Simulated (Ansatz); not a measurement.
Cost and result for the atomization energy of C2H8O2Si2 (`O[Si@H]1C[Si@H](O)C1`) (14 atoms, 14 bonds).

```xyz
14

O     2.501    0.748    0.431
Si    0.980    0.599   -0.181
C    -0.360    0.769    1.114
Si   -1.240   -0.660    0.244
O    -2.482   -0.207   -0.741
C     0.360   -1.114   -0.655
H     3.238    0.695   -0.179
H     0.780    1.546   -1.320
H    -0.868    1.721    1.254
H     0.017    0.428    2.086
H    -1.820   -1.707    1.119
H    -2.317    0.485   -1.383
H     0.887   -1.889   -0.087
H     0.323   -1.414   -1.702
```

Total charge 0; spin multiplicity 1. All single points use the PBE0-D4/def2-TZVP geometry. It is one conformer, not always the lowest. Program: Ansatz. All runs use 2 threads of an AMD EPYC 7R13 on a shared host and a share of an NVIDIA H100 80 GB. Times are those of one run each, without the atoms' runs, and a repeat can differ threefold. Electronic energies, without spin–orbit coupling; frozen cores. CCSD(T)/CBS adds CCSD(T) − MP2 in def2-TZVPP to the MP2 limit, and its time is that of the two runs behind it. T1 = 0.011. B3LYP takes the VWN-RPA correlation (the form of Gaussian; ORCA's B3LYP/G).

CCSD(T)/CBS is a level of theory with its own doubt, some kJ/mol a heavy atom from the limit and from the frozen cores, so smaller differences don't rank the functionals.

```json
{"level": "B2PLYP/def2-TZVPP", "functions": "320", "wall time": "15 s"}
{"level": "PBE-D4/def2-TZVPP (with forces)", "functions": "320", "wall time": "17 s"}
{"level": "B3LYP-D4/def2-TZVPP (with forces)", "functions": "320", "wall time": "17 s"}
{"level": "r2SCAN-D4/def2-TZVPP (with forces)", "functions": "320", "wall time": "18 s"}
{"level": "PBE0-D4/def2-TZVPP", "functions": "320", "wall time": "19 s"}
{"level": "CCSD(T)/def2-TZVPP", "functions": "320", "wall time": "19 s"}
{"level": "ωB97M-V/def2-TZVPP (with forces)", "functions": "320", "wall time": "21 s"}
{"level": "MP2/def2-QZVPP", "functions": "608", "wall time": "25 s"}
{"level": "ωB97X-V/def2-TZVPP", "functions": "320", "wall time": "29 s"}
{"level": "CCSD(T)/CBS(def2)", "functions": "–", "wall time": "44 s"}
```

Question: What atomization energy does each give, and how far from CCSD(T)/CBS? (Best estimate.)

Answer: Ansatz gave: 
```tsv
level	atomization (kcal/mol)	difference from CCSD(T)/CBS	per bond
B2PLYP/def2-TZVPP	1273.4	-20.8	-1.5
PBE-D4/def2-TZVPP (with forces)	1304.1	9.9	0.7
B3LYP-D4/def2-TZVPP (with forces)	1284.2	-10.0	-0.7
r2SCAN-D4/def2-TZVPP (with forces)	1294.0	-0.2	0.0
PBE0-D4/def2-TZVPP	1286.2	-8.0	-0.6
CCSD(T)/def2-TZVPP	1258.0	-36.2	-2.6
ωB97M-V/def2-TZVPP (with forces)	1295.6	1.4	0.1
MP2/def2-QZVPP	1303.4	9.2	0.7
ωB97X-V/def2-TZVPP	1295.3	1.1	0.1
CCSD(T)/CBS(def2)	1294.2	0.0	0.0
```

From PBE to PBE0 (25 % exact exchange), in def2-TZVPP and without D4, the atomization energy moves by −16.7 kcal/mol: exact exchange takes away binding that semilocal exchange gives to molecules. The D4 term adds +13.5 kcal/mol with B3LYP and +7.1 kcal/mol with PBE0; it sums over pairs of atoms, weighted by their polarisabilities, and B3LYP, whose exchange is more repulsive, gets the larger term. In def2-TZVPP, CCSD(T) changes the Hartree–Fock value by +312.6 kcal/mol (the triples alone add +18.0 kcal/mol) and MP2 by +336.3 kcal/mol; breaking electron pairs costs correlation energy, which Hartree–Fock lacks.
